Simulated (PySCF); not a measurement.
Static response to an electric field

C7H10N2S.
Cartesian coordinates in Å at the PBE0-D3(BJ)/def2-SVP level; atoms count from 1:
```
atom  x, y, z in Å
C1     3.3578   -0.8105   -0.3934
S2     1.6352   -1.2294   -0.7070
C3     0.8600    0.2007   -0.0604
C4     1.3613    1.4251    0.3666
C5     0.2127    2.1458    0.7514
N6    -0.8925    1.4384    0.5797
N7    -0.4887    0.2636    0.0929
C8    -1.4402   -0.7624   -0.2102
C9    -2.7677   -0.3866   -0.7872
C10   -2.6731   -0.8851    0.6263
H11    3.5300   -0.6310    0.6772
H12    3.9456   -1.6803   -0.7152
H13    3.6664    0.0666   -0.9799
H14    2.3979    1.7471    0.3890
H15    0.1537    3.1589    1.1482
H16   -0.9479   -1.6722   -0.5606
H17   -2.9395    0.6844   -0.9190
H18   -3.1956   -1.0344   -1.5565
H19   -2.7828   -0.1400    1.4178
H20   -3.0324   -1.8893    0.8648
```

Level: PBE0/def2-SVPD (PySCF), static field, nuclei fixed, core orbitals frozen in the response. The polarisability tensor in these axes (au):

```
x   144.25  -1.02  -3.97
y    -1.02 115.80  13.16
z    -3.97  13.16  87.49
```

Q: Give the principal values, the mean and the anisotropy Δα = √{½[(α1 − α2)² + (α2 − α3)² + (α1 − α3)²]}.

A: Principal values 82.14, 120.73 and 144.67 au; mean 115.85 au = 17.17 Å³ = 19.10 × 10⁻⁴⁰ C²·m²/J; Δα = 54.64 au (47 % of the mean).

Q: What is the dipole moment, and where does it point?

A: (1.83, -1.19, -0.35) D, 2.21 D in size, pointing from the negative to the positive side. Measured along this direction, the outermost atoms are H17 at the negative end and H12 at the positive end.

Q: Refractivity n − 1 of an ideal gas of it at 500 K and 1 atm, from the electronic α?

A: N = p/kT = 1.4678 × 10¹⁹ cm⁻³, so n − 1 = 2π × N × 17.17 × 10⁻²⁴ cm³ = 1583 × 10⁻⁶ at long wavelengths.

Q: What depolarisation ratio follows for Rayleigh scattering of linearly polarised light, taking the static tensor?

A: ρ = 3Δα²/(45ᾱ² + 4Δα²) = 8957.3/(603928 + 11943.1) = 0.0145.

Q: Sum over states: ᾱ = Σ f/ω², ω in Eh. What share falls to these 10 lowest TDDFT singlets (eV, f)? 5.04, 0.0044; 5.72, 0.1879; 5.77, 0.0144; 6.05, 0.0024; 6.10, 0.0329; 6.22, 0.0487; 6.57, 0.0110; 6.63, 0.1130; 6.66, 0.0091; 6.79, 0.0074.

A: They add up to 8.70 au, 7.5 % of the 115.85 au; the largest single term is 4.25 au, from the state at 5.72 eV. Terms in order: 0.13, 4.25, 0.32, 0.05, 0.65, 0.93, 0.19, 1.91, 0.15, 0.12 au. Higher excitations give the rest. The strengths listed sum to 0.431.

Q: Find the Langevin capture rate constant for NO+ (29.998 u) meeting this molecule (154.056 u), k = 2.342 × 10⁻⁹ cm³/s × √(α in Å³ / reduced mass in u).

A: The reduced mass is 25.11 u, so k = 1.94 × 10⁻⁹ cm³/s. The formula leaves out the permanent dipole, which adds to the capture rate.

Geometry: PBE0-D3(BJ)/def2-SVP, one conformer, isolated molecule.
